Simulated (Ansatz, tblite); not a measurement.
Forces on Ir20⁺ (started as a model of: Ir20 tetrahedron) at its r2SCAN-D4/def2-SVP geometry. Total charge 1; doublet.

In the def2 sets Ir takes a core potential; there is no spin–orbit coupling. The xTB rows come from tblite. Single mean-field runs in def2-TZVP are fitted with def2-universal-jkfit. At PBE-D4/def2-TZVP the charge 1 doublet is spin-contaminated (final ⟨S²⟩ up to 4.54, 0.75 for a pure state). At PBE-D4/def2-TZVP the gap within one spin of the charge 1 doublet nearly closes, so an electron or hole may be smeared out by delocalisation error.

GFN1-xTB (tblite), largest force 4.45 eV/Å:

```xyz
20
positions Å, forces eV/Å
Ir    2.422    3.596    1.874   -2.080   -2.962   -1.636
Ir    0.729    1.789    2.366    1.432    0.767   -2.274
Ir   -1.017   -0.146    2.884   -1.224   -1.901   -1.471
Ir   -2.708   -1.977    3.336    2.322    1.664   -2.801
Ir    2.624    1.382    0.678   -2.070    1.534    0.945
Ir    0.978   -0.562    1.255    0.930   -0.560    1.243
Ir   -0.811   -2.404    1.712   -1.588    2.094    0.603
Ir    2.837   -0.957   -0.536   -1.755   -1.932   -0.851
Ir    1.151   -2.829   -0.029    1.357    1.617   -1.833
Ir    3.044   -3.210   -1.656   -2.599    2.707    1.303
Ir    0.713    2.976    0.093    1.368   -1.355    1.921
Ir   -1.087    1.152    0.608   -1.084    1.212    0.618
Ir   -2.723   -0.816    1.094    1.969   -0.762    1.818
Ir    0.951    0.712   -1.206    0.940    0.690   -1.166
Ir   -0.863   -1.300   -0.664   -0.849   -1.341   -0.707
Ir    1.136   -1.657   -2.310    1.299   -0.597    2.313
Ir   -1.064    2.286   -1.729   -1.121   -2.633   -1.086
Ir   -2.749    0.404   -1.262    1.925    1.101   -1.787
Ir   -0.852   -0.041   -2.936   -1.565    2.211    1.427
Ir   -2.712    1.604   -3.571    2.394   -1.554    3.420
```

GFN2-xTB (tblite), largest force 2.05 eV/Å:

```
Ir -0.564 -0.777 -0.444
Ir -1.296 -1.487 0.319
Ir 1.333 1.506 -0.409
Ir 0.611 0.444 -0.749
Ir 0.104 -1.814 -0.917
Ir -0.715 0.386 -0.868
Ir 1.501 -0.330 -1.360
Ir -0.226 1.785 0.950
Ir -1.466 0.397 1.295
Ir -0.702 0.720 0.332
Ir -1.302 -0.589 -1.325
Ir 0.746 -0.779 -0.458
Ir 0.005 0.889 -1.712
Ir -0.622 -0.523 0.897
Ir 0.590 0.918 0.423
Ir -1.467 1.224 -0.385
Ir 1.085 0.164 1.065
Ir 0.190 -0.723 1.426
Ir 1.174 -0.802 0.565
Ir 1.021 -0.608 1.353
```

PBE-D4/def2-TZVP (Ansatz), largest force 1.09 eV/Å:

```
Ir -0.069 -0.097 -0.068
Ir -0.180 -0.184 -0.174
Ir 0.121 0.221 -0.158
Ir 0.156 0.083 -0.133
Ir -0.075 -0.277 -0.128
Ir -0.086 0.085 -0.177
Ir 0.141 0.019 -0.261
Ir -0.124 0.248 0.146
Ir -0.215 0.220 0.036
Ir -0.088 0.100 0.035
Ir -0.195 -0.280 -0.050
Ir -0.054 0.190 0.101
Ir 0.117 0.162 -0.291
Ir 0.090 0.040 -0.064
Ir -0.019 -0.198 -0.101
Ir -0.236 0.172 0.184
Ir 0.007 -0.398 -0.041
Ir 0.135 -0.002 0.026
Ir -0.053 0.260 0.303
Ir 0.626 -0.365 0.815
```
